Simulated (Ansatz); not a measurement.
BGeH6NO2 (`[NH2][GeH2][B](O)O`), relaxed with RKS PBE0-D4/def2-TZVP in the Gaussian-basis code of Ansatz from a PBE-D4/def2-SVP geometry. The force threshold is 0.005 eV/Å; the program also tests the step.

Charge 0, multiplicity 1.

Start:

```xyz
11

N     0.215   -1.420    1.688
Ge   -0.541    0.112    0.910
B     0.197    0.553   -1.003
O    -0.404    1.370   -1.933
O     1.382   -0.041   -1.337
H    -0.138   -2.259    1.207
H     1.232   -1.420    1.523
H    -0.275    1.282    1.906
H    -2.081   -0.139    0.900
H    -1.246    1.745   -1.621
H     1.660    0.217   -2.240
```

```json
{"step": "1", "energy (eV)": "-62867.9909", "largest force (eV/Å)": "0.765", "largest move (Å)": "0.000"}
{"step": "2", "energy (eV)": "-62868.0226", "largest force (eV/Å)": "0.287", "largest move (Å)": "0.026"}
{"step": "3", "energy (eV)": "-62868.0272", "largest force (eV/Å)": "0.133", "largest move (Å)": "0.025"}
{"step": "4", "energy (eV)": "-62868.0290", "largest force (eV/Å)": "0.073", "largest move (Å)": "0.019"}
{"step": "5", "energy (eV)": "-62868.0297", "largest force (eV/Å)": "0.078", "largest move (Å)": "0.023"}
{"step": "6", "energy (eV)": "-62868.0299", "largest force (eV/Å)": "0.065", "largest move (Å)": "0.034"}
{"step": "7", "energy (eV)": "-62868.0301", "largest force (eV/Å)": "0.010", "largest move (Å)": "0.019"}
{"step": "8", "energy (eV)": "-62868.0302", "largest force (eV/Å)": "0.016", "largest move (Å)": "0.020"}
{"step": "9", "energy (eV)": "-62868.0302", "largest force (eV/Å)": "0.036", "largest move (Å)": "0.021"}
{"step": "10", "energy (eV)": "-62868.0302", "largest force (eV/Å)": "0.028", "largest move (Å)": "0.004"}
{"step": "11", "energy (eV)": "-62868.0303", "largest force (eV/Å)": "0.014", "largest move (Å)": "0.005"}
{"step": "12", "energy (eV)": "-62868.0303", "largest force (eV/Å)": "0.010", "largest move (Å)": "0.008"}
{"step": "13", "energy (eV)": "-62868.0303", "largest force (eV/Å)": "0.007", "largest move (Å)": "0.012"}
{"step": "14", "energy (eV)": "-62868.0303", "largest force (eV/Å)": "0.009", "largest move (Å)": "0.015"}
{"step": "15", "energy (eV)": "-62868.0303", "largest force (eV/Å)": "0.009", "largest move (Å)": "0.010"}
{"step": "16", "energy (eV)": "-62868.0304", "largest force (eV/Å)": "0.006", "largest move (Å)": "0.019"}
{"step": "17", "energy (eV)": "-62868.0304", "largest force (eV/Å)": "0.009", "largest move (Å)": "0.020"}
{"step": "18", "energy (eV)": "-62868.0304", "largest force (eV/Å)": "0.017", "largest move (Å)": "0.024"}
{"step": "19 (rejected)", "energy (eV)": "-62868.0304", "largest force (eV/Å)": "0.031", "largest move (Å)": "0.029"}
{"step": "20", "energy (eV)": "-62868.0304", "largest force (eV/Å)": "0.012", "largest move (Å)": "0.014"}
{"step": "21", "energy (eV)": "-62868.0304", "largest force (eV/Å)": "0.015", "largest move (Å)": "0.017"}
{"step": "22", "energy (eV)": "-62868.0305", "largest force (eV/Å)": "0.011", "largest move (Å)": "0.001"}
{"step": "23", "energy (eV)": "-62868.0305", "largest force (eV/Å)": "0.003", "largest move (Å)": "0.002"}
```

End:

```xyz
11

N     0.140   -1.453    1.653
Ge   -0.502    0.120    0.911
B     0.207    0.556   -1.007
O    -0.467    1.290   -1.940
O     1.429    0.072   -1.343
H    -0.150   -2.267    1.126
H     1.152   -1.467    1.684
H    -0.121    1.243    1.898
H    -2.042   -0.003    0.913
H    -1.332    1.591   -1.657
H     1.687    0.319   -2.239
```

It took 67 s on 4 threads of a server CPU on a shared host, with 0.61 GiB of host memory at the peak.
